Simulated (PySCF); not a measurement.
Point-charge models of `C=C/C=C/C(=C)N([SiH3])[SiH3]` against its computed dipole.

Coordinates (GFN2-xTB, Å) and charges (e) from the PBE0/pcSseg-1 density (PySCF):

```tsv
atom	x	y	z	Mulliken	IAO	Hirshfeld	ESP-fitted
C1	3.353	0.509	1.827	-0.1342	-0.3110	-0.0947	-0.4523
C2	2.812	0.624	0.616	-0.1779	-0.1324	-0.0449	-0.1025
C3	1.448	0.275	0.316	-0.0770	-0.1366	-0.0414	-0.0418
C4	0.914	0.344	-0.912	-0.0966	-0.1594	-0.0486	-0.3501
C5	-0.444	-0.041	-1.247	+0.0602	+0.1159	+0.0500	+0.3792
C6	-0.812	-0.215	-2.520	-0.0680	-0.3611	-0.1147	-0.5938
N7	-1.337	-0.275	-0.179	-0.9830	-0.7650	-0.2463	-0.4684
Si8	-1.902	1.102	0.722	+0.6016	+0.7378	+0.3441	+0.4559
Si9	-2.086	-1.841	-0.099	+0.6137	+0.7387	+0.3458	+0.4689
H10	2.784	0.140	2.664	+0.1133	+0.1475	+0.0465	+0.1891
H11	4.378	0.775	2.022	+0.1184	+0.1552	+0.0483	+0.1902
H12	3.406	0.996	-0.210	+0.0967	+0.1453	+0.0483	+0.1504
H13	0.840	-0.071	1.141	+0.1271	+0.1455	+0.0425	+0.1510
H14	1.527	0.661	-1.748	+0.0875	+0.1460	+0.0485	+0.1820
H15	-0.118	-0.075	-3.329	+0.1063	+0.1527	+0.0464	+0.2055
H16	-1.814	-0.510	-2.777	+0.1216	+0.1536	+0.0450	+0.2160
H17	-3.204	1.548	0.210	-0.0876	-0.1404	-0.0841	-0.1030
H18	-2.033	0.670	2.112	-0.0874	-0.1313	-0.0781	-0.1010
H19	-0.914	2.166	0.560	-0.0687	-0.1099	-0.0746	-0.0779
H20	-3.345	-1.906	-0.853	-0.0911	-0.1486	-0.0842	-0.1082
H21	-1.109	-2.777	-0.650	-0.0772	-0.1137	-0.0755	-0.0902
H22	-2.353	-2.081	1.318	-0.0976	-0.1287	-0.0777	-0.0992
```

Task: What dipole does each set of charges give (1 e·Å = 4.803 D), and what does the density give?

Result: The full density gives (0.35, 0.12, -0.11) D, 0.39 D in size; dipole vectors point from the negative to the positive end.

| scheme | μx | μy | μz | size (D) | share of the full size (%) | angle to the full dipole (°) |
| --- | --- | --- | --- | --- | --- | --- |
| Mulliken | 0.38 | 0.06 | -0.32 | 0.50 | 128 | 24 |
| IAO | -0.30 | 0.04 | 0.62 | 0.69 | 178 | 129 |
| Hirshfeld | 0.23 | 0.05 | 0.03 | 0.24 | 62 | 24 |
| ESP-fitted | 0.34 | 0.14 | -0.12 | 0.39 | 100 | 3 |

Task: Which set comes closest?

Result: Length of the difference vector: ESP-fitted 0.02 D, Hirshfeld 0.19 D, Mulliken 0.21 D, IAO 0.98 D. Closest: ESP-fitted. The schemes that divide the density aren't constrained to reproduce the dipole.

Task: What is left for the Hirshfeld atoms' own dipoles?

Result: The shares of the density sum to the whole, so what Σ q r misses lies in dipoles about the nuclei. The atomic dipoles sum to (0.35, 0.12, -0.11) − (0.23, 0.05, 0.03) = (0.12, 0.07, -0.14) D, 0.19 D in size.

Task: With the origin at the mean of the coordinates, (0.000, 0.001, -0.046) Å, which are the largest single terms, by size, of the IAO dipole along the direction of the full one?

Result: Si9 -8.69, Si8 -5.64, N7 +4.60, C1 -3.93, H11 +2.67 D; all 22 atoms together -0.44 D. The single terms depend on the origin, their sum doesn't.

Task: Give the size of the full dipole in other units.

Result: 0.39 D = 0.153 au = 0.081 e·Å = 1.29 × 10⁻³⁰ C·m.

Isolated species at its GFN2-xTB geometry (one conformer only).

The run behind these numbers computed NMR shieldings as well. The run took 99 s on Arm Neoverse N1, one thread, shared host with 64 logical CPUs at a one-minute load of 54, and the process peaked at 1.1 GiB of memory.

Shape of the structure used: `[CH2:1]=[CH:2]/[CH:3]=[CH:4]/[C:5](=[CH2:6])[N:7]([SiH3:8])[SiH3:9]`: C1–C2–C3–C4 -178°, C3–C4–C5–C6 -166°, C4–C5–N7–Si8 72°.
